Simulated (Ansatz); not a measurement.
An input meant for Li9Br9 (started as a model of: 2x3x3 LiBr rock-salt block) (charge 0, singlet).

```yaml
crystal:
  periodic: [false, false, false]
  atoms:
    - {symbol: Li, position_ang: [-0.940362, -2.348711, -2.349336]}
    - {symbol: Br, position_ang: [-1.590867, -2.742518, 0.002078]}
    - {symbol: Li, position_ang: [-0.942582, -2.351205, 2.354517]}
    - {symbol: Br, position_ang: [-1.587803, 0.003717, -2.742053]}
    - {symbol: Li, position_ang: [-1.426403, 0.002157, 0.003419]}
    - {symbol: Br, position_ang: [-0.938020, 2.355052, -2.347209]}
    - {symbol: Li, position_ang: [-0.938020, 2.355052, -2.347209]}
    - {symbol: Br, position_ang: [-1.587966, 2.747179, 0.004567]}
    - {symbol: Li, position_ang: [-0.940152, 2.352566, 2.356599]}
    - {symbol: Br, position_ang: [1.442730, -2.580897, -2.579209]}
    - {symbol: Li, position_ang: [1.118756, -2.532980, 0.003393]}
    - {symbol: Br, position_ang: [1.440329, -2.583358, 2.586262]}
    - {symbol: Li, position_ang: [1.121268, 0.002190, -2.529229]}
    - {symbol: Br, position_ang: [1.212984, 0.000897, 0.004787]}
    - {symbol: Li, position_ang: [1.118937, -0.000241, 2.538638]}
    - {symbol: Br, position_ang: [1.445331, 2.584987, -2.576709]}
    - {symbol: Li, position_ang: [1.121252, 2.534806, 0.005904]}
    - {symbol: Br, position_ang: [1.442934, 2.582411, 2.588783]}
basis:
  gaussian: {orbitals: def2-mTZVPP}
hamiltonian: {xc: {name: HSE06}, dispersion: d3bj}
output: {forces: true}
```

```sh
$ ansatz run in.yaml --threads 4 --pin off --events-out ev --progress --plain --max-ram 6963MiB
```

Shortened log:

```
Error: two nuclei lie on one point
```

Q: What is wrong with this run?

A: One atom was put on top of another. The input was rejected before any iteration.
